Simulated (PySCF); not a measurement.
## Dipole response of He (helium, neutral)

1s2, closed-shell 1S. Calculation: PySCF 2.14, in aug-cc-pVTZ with one added diffuse shell each of s, p, d type (5s4p3d, 32 functions); no relativity, point nucleus. Coupled (time-dependent) response in atomic units; α is the mean over directions.

| method | mean α (bohr³) | C₆ (like pair) | S(−4) |
| --- | --- | --- | --- |
| UHF | 1.324 | 1.378 | 1.381 |
| PBE | 1.583 | 1.738 | 2.229 |
| PBE0 | 1.495 | 1.615 | 1.901 |
| CAM-B3LYP | 1.525 | 1.656 | 2.006 |

S(−4) is the Cauchy moment in α(ω) = α(0) + S(−4) ω² + …

Reference α: 1.384 bohr³ (recommended; Schwerdtfeger and Nagle, table of static dipole polarizabilities (2023 update)). Published C₆: 1.420 (Chu and Dalgarno (2004); Tang, Norbeck and Certain (1976)).

α(iu) at PBE:

```json
{"u (hartree)": "0", "α(iu) (bohr³)": "1.583"}
{"u (hartree)": "0.0500", "α(iu) (bohr³)": "1.578"}
{"u (hartree)": "0.100", "α(iu) (bohr³)": "1.561"}
{"u (hartree)": "0.200", "α(iu) (bohr³)": "1.500"}
{"u (hartree)": "0.300", "α(iu) (bohr³)": "1.410"}
{"u (hartree)": "0.500", "α(iu) (bohr³)": "1.193"}
{"u (hartree)": "0.750", "α(iu) (bohr³)": "0.9326"}
{"u (hartree)": "1.00", "α(iu) (bohr³)": "0.7262"}
{"u (hartree)": "1.50", "α(iu) (bohr³)": "0.4593"}
{"u (hartree)": "2.00", "α(iu) (bohr³)": "0.3111"}
{"u (hartree)": "3.00", "α(iu) (bohr³)": "0.1670"}
{"u (hartree)": "5.00", "α(iu) (bohr³)": "0.06939"}
```

A single London oscillator, α(iu) = α/(1 + u²/ω²), gives C₆ = (3/4) ω α². Matching the computed C₆ needs ω = 4 × 1.738 / (3 × 1.583²) = 0.925 hartree.
